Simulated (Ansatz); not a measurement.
Isolated molecules relaxed with PBE0-D4/def2-TZVP in Ansatz; ΔE leaves out vibrations. CCSD(T)/CBS is the MP2 limit (def2-TZVPP, def2-QZVPP) plus CCSD(T) − MP2 in def2-TZVPP, frozen cores. This one scheme is used for every species. One conformer a species, not always the lowest.

Consider the hydrogenolysis of the Si–N bond: `C=N[Si](N)(O)F` + H₂ → `N[SiH](O)F` + `C=N`.

```tsv
level	ΔE (kJ/mol)
SCS-MP2/def2-TZVPP	30.5
CCSD(T)/def2-TZVPP	29.7
```

Task: What does CCSD(T)/CBS give? (An estimate is asked.)

Result: The calculation gave: +32.0 kJ/mol. The listed levels differ from it by -1.5, -2.3 kJ/mol.

Largest T1 diagnostic among the species: 0.012.

In def2-TZVPP, CCSD(T) changes the Hartree–Fock value by +10.8 kJ/mol (the triples alone add +3.5 kJ/mol) and MP2 by +17.7 kJ/mol. The D4 term adds +12.3 kJ/mol with B3LYP and +6.8 kJ/mol with PBE0; it sums over pairs of atoms, weighted by their polarisabilities, and B3LYP, whose exchange is more repulsive, gets the larger term.

B3LYP here is the variant with VWN-RPA as its local correlation; programs differ in this.
